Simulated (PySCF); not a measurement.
Species: C4H9FO3S.
SMILES with atom numbers: `[CH3:1][C@@H:2]([CH2:3][CH2:4][F:5])[S:6](=[O:7])(=[O:8])[OH:9]` (hydrogens: H10, H11, H12 on C1; H13 on C2; H14, H15 on C3; H16, H17 on C4; H18 on O9)

Method: PySCF 2.14.0, PBE0-D3(BJ)/def2-SVP geometry optimisation, gas phase.

Give the optimised bond lengths and angles.

```json
{"bond": "C1–C2", "length (bohr)": "2.869", "order": "single"}
{"bond": "C2–C3", "length (bohr)": "2.892", "order": "single"}
{"bond": "C3–C4", "length (bohr)": "2.858", "order": "single"}
{"bond": "C4–F5", "length (bohr)": "2.604", "order": "single"}
{"bond": "C2–S6", "length (bohr)": "3.403", "order": "single"}
{"bond": "S6=O7", "length (bohr)": "2.753", "order": "double"}
{"bond": "S6=O8", "length (bohr)": "2.734", "order": "double"}
{"bond": "S6–O9", "length (bohr)": "3.076", "order": "single"}
{"bond": "C1–H10, C1–H11, C1–H12", "length (bohr)": "2.077", "order": "single"}
{"bond": "C2–H13", "length (bohr)": "2.082", "order": "single"}
{"bond": "C3–H14", "length (bohr)": "2.083", "order": "single"}
{"bond": "C3–H15", "length (bohr)": "2.084", "order": "single"}
{"bond": "C4–H16", "length (bohr)": "2.084", "order": "single"}
{"bond": "C4–H17", "length (bohr)": "2.079", "order": "single"}
{"bond": "O9–H18", "length (bohr)": "1.832", "order": "single"}
```

Bonds in one row agree within 0.02 bohr and their mean is given. Orders are formal, as drawn. A selection of angles:
```json
{"angle": "C1–C2–C3", "degrees": "113.1"}
{"angle": "C1–C2–S6", "degrees": "109.3"}
{"angle": "C3–C2–S6", "degrees": "108.7"}
{"angle": "C2–C3–C4", "degrees": "114.6"}
{"angle": "C3–C4–F5", "degrees": "109.2"}
{"angle": "C2–S6–O7", "degrees": "110.1"}
{"angle": "C2–S6–O8", "degrees": "108.4"}
{"angle": "C2–S6–O9", "degrees": "101.7"}
{"angle": "O7–S6–O8", "degrees": "121.4"}
{"angle": "O7–S6–O9", "degrees": "106.4"}
{"angle": "O8–S6–O9", "degrees": "107.0"}
{"angle": "H18–O9–S6", "degrees": "106.6"}
```

Dihedral angles: C1–C2–C3–C4 -161° (antiperiplanar); C2–C3–C4–F5 58° (synclinal); C1–C2–S6–O7 173° (antiperiplanar); H18–O9–S6–C2 107° (anticlinal).

Of the pairs four or more bonds apart, O7···H17 is among the closest relative to their van der Waals radii: 2.36 Å, 87 % of the sum of Bondi's values. S6 (sulfonyl sulfur) is distorted tetrahedral (angles from 101.7° to 121.4°). The 3 O–S bonds span 1.447 Å (S6=O8, drawn double) to 1.628 Å (S6–O9, drawn single), a spread of 0.181 Å.

Point group: C1 (no symmetry element, even within 0.4 Å). Whether it is a minimum is left open (no frequencies). One conformer, not necessarily the lowest (C1–C2–C3–C4 -161°, C2–C3–C4–F5 58°, C1–C2–S6–O7 173°, C2–S6–O9–H 107°).

The run took 4.5 min wall on Arm Neoverse V1, one thread, no GPU, shared host, and the process peaked at 0.74 GiB of memory. That covers the optimisation of the geometry.
